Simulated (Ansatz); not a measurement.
System: 2-fluoropropan-2-ylsilane, C3H9FSi, net charge 0, singlet state. SMILES: [SiH3]C(C)(F)C
Geometry: optimised at B3LYP-D3(BJ)/def2-TZVP (Ansatz, an electronic-structure program).

Computed values are from Ansatz. Correlated levels leave the core frozen unless marked. Open shells are spin-unrestricted. No spin-orbit coupling. No relativistic terms. CBS marks a two-point X^-3 extrapolation of the correlation energy; Hartree-Fock from the larger set.

```
Property                                                              Result
---------------------  -----------------------------------------------------
atomisation energy De  5117.4 kJ/mol at CCSD(T)/CBS(cc-pV(T+d)Z,cc-pV(Q+d)Z)
total energy            -508.4227 Eh at CCSD(T)/CBS(cc-pV(T+d)Z,cc-pV(Q+d)Z)
dipole moment                              1.83 D at CCSD(T)/aug-cc-pV(D+d)Z
T1 diagnostic                                      0.011 at CCSD/cc-pV(Q+d)Z
```
